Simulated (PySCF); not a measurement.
## How methods differ on the ionisation energy of Sc

Sc [Ar] 3d1 4s2 (2D) → Sc⁺ [Ar] 3d1 4s1 (3D), as a difference of total energies. Calculation: PySCF 2.14, in aug-cc-pVTZ-DK; the spin-free X2C one-electron Hamiltonian (Gaussian nucleus). Correlated levels: valence: [Ar] frozen. The calculations carry no spin-orbit coupling.

```json
{"method": "UHF", "ionisation energy (eV)": "5.390"}
{"method": "LDA", "ionisation energy (eV)": "6.685"}
{"method": "PBE", "ionisation energy (eV)": "6.533"}
{"method": "PBE0", "ionisation energy (eV)": "6.378"}
{"method": "BLYP", "ionisation energy (eV)": "6.550"}
{"method": "wB97X", "ionisation energy (eV)": "6.672"}
{"method": "MP2 (valence)", "ionisation energy (eV)": "6.106"}
{"method": "SCS-MP2 (valence)", "ionisation energy (eV)": "6.254"}
```

Task: How much does correlation contribute at MP2 (valence)?

Result: 6.106 − (5.390) = 0.716 eV, measured against UHF.

Errors of the correlated levels include the incompleteness of this basis and the frozen core.

MP2 underrates the near-degeneracy of ns² with np² in the lower species.

For comparison: 6.562 eV (measured; NIST levels, between the centres of gravity of the two terms).
